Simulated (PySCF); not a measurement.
Geometry:
```json
{"atom": "C1", "x (Å)": "-3.101", "y (Å)": "0.659", "z (Å)": "0.910"}
{"atom": "C2", "x (Å)": "-2.706", "y (Å)": "-0.401", "z (Å)": "0.217"}
{"atom": "C3", "x (Å)": "-1.331", "y (Å)": "-0.706", "z (Å)": "-0.144"}
{"atom": "C4", "x (Å)": "-1.064", "y (Å)": "-1.818", "z (Å)": "-0.835"}
{"atom": "Si5", "x (Å)": "0.058", "y (Å)": "0.489", "z (Å)": "0.361"}
{"atom": "P6", "x (Å)": "-0.440", "y (Å)": "2.615", "z (Å)": "-0.209"}
{"atom": "C7", "x (Å)": "1.683", "y (Å)": "-0.063", "z (Å)": "-0.426"}
{"atom": "C8", "x (Å)": "2.517", "y (Å)": "-1.122", "z (Å)": "0.237"}
{"atom": "C9", "x (Å)": "2.975", "y (Å)": "0.297", "z (Å)": "0.249"}
{"atom": "H10", "x (Å)": "-4.140", "y (Å)": "0.825", "z (Å)": "1.143"}
{"atom": "H11", "x (Å)": "-2.407", "y (Å)": "1.404", "z (Å)": "1.267"}
{"atom": "H12", "x (Å)": "-3.444", "y (Å)": "-1.120", "z (Å)": "-0.120"}
{"atom": "H13", "x (Å)": "-1.844", "y (Å)": "-2.503", "z (Å)": "-1.134"}
{"atom": "H14", "x (Å)": "-0.062", "y (Å)": "-2.087", "z (Å)": "-1.120"}
{"atom": "H15", "x (Å)": "0.213", "y (Å)": "0.485", "z (Å)": "1.828"}
{"atom": "H16", "x (Å)": "0.662", "y (Å)": "2.813", "z (Å)": "-1.020"}
{"atom": "H17", "x (Å)": "-1.244", "y (Å)": "2.273", "z (Å)": "-1.281"}
{"atom": "H18", "x (Å)": "1.715", "y (Å)": "-0.058", "z (Å)": "-1.510"}
{"atom": "H19", "x (Å)": "3.046", "y (Å)": "-1.827", "z (Å)": "-0.387"}
{"atom": "H20", "x (Å)": "2.156", "y (Å)": "-1.548", "z (Å)": "1.161"}
{"atom": "H21", "x (Å)": "2.928", "y (Å)": "0.840", "z (Å)": "1.181"}
{"atom": "H22", "x (Å)": "3.819", "y (Å)": "0.571", "z (Å)": "-0.367"}
```

Level of theory: GFN2-xTB structure, shieldings: GIAO PBE0/pcSseg-1, in PySCF 2.14.0 with density-fitted response routines (gas phase, averaged over atoms made equivalent by symmetry, fast rotation or ring inversion, single conformer, relativity neglected).

Chemical shifts δ = σref − σ; TMS for ¹³C (σ = 186.93 ppm), all at this level.

Problem. Do the ¹³C shifts follow the atomic charges (in e)? Tabulate both.

Solution. 
```json
{"atoms": "C3", "hybridisation": "sp2", "δ (ppm)": "154.9", "σ para (ppm)": "-231", "Hirshfeld": "-0.09", "IAO": "-0.25", "Mulliken": "-0.50", "ESP-fitted": "-0.13"}
{"atoms": "C2", "hybridisation": "sp2", "δ (ppm)": "149.4", "σ para (ppm)": "-215", "Hirshfeld": "-0.05", "IAO": "-0.13", "Mulliken": "-0.11", "ESP-fitted": "-0.07"}
{"atoms": "C4", "hybridisation": "sp2", "δ (ppm)": "138.4", "σ para (ppm)": "-206", "Hirshfeld": "-0.09", "IAO": "-0.29", "Mulliken": "-0.09", "ESP-fitted": "-0.33"}
{"atoms": "C1", "hybridisation": "sp2", "δ (ppm)": "126.1", "σ para (ppm)": "-197", "Hirshfeld": "-0.10", "IAO": "-0.31", "Mulliken": "-0.18", "ESP-fitted": "-0.37"}
{"atoms": "C8", "hybridisation": "sp3", "δ (ppm)": "5.4", "σ para (ppm)": "-71", "Hirshfeld": "-0.09", "IAO": "-0.28", "Mulliken": "-0.20", "ESP-fitted": "-0.24"}
{"atoms": "C9", "hybridisation": "sp3", "δ (ppm)": "2.7", "σ para (ppm)": "-72", "Hirshfeld": "-0.09", "IAO": "-0.28", "Mulliken": "-0.20", "ESP-fitted": "-0.42"}
{"atoms": "C7", "hybridisation": "sp3", "δ (ppm)": "-1.3", "σ para (ppm)": "-65", "Hirshfeld": "-0.13", "IAO": "-0.41", "Mulliken": "-0.56", "ESP-fitted": "+0.07"}
```

Correlation coefficients of δ with charge over these carbons: Hirshfeld +0.53, IAO +0.57, Mulliken +0.25, ESP-fitted -0.04; with the paramagnetic shielding -1.00. Among the 4 sp2 carbons alone: Hirshfeld +0.47, IAO +0.66, Mulliken -0.53, ESP-fitted +0.90. With so few points, grouped by hybridisation, these coefficients are fragile. Charge is one influence among several: hybridisation and low-lying excitations act through the paramagnetic term.

Shifts are as computed. Against solution values, carbons near 30 ppm lie about +3 ppm off and those near 130 ppm about +5 ppm. Of 1309 compounds with measured shifts, 239 miss one by over three times the rms of a fit or turn the order of signals round; such compounds aren't used in these exercises.
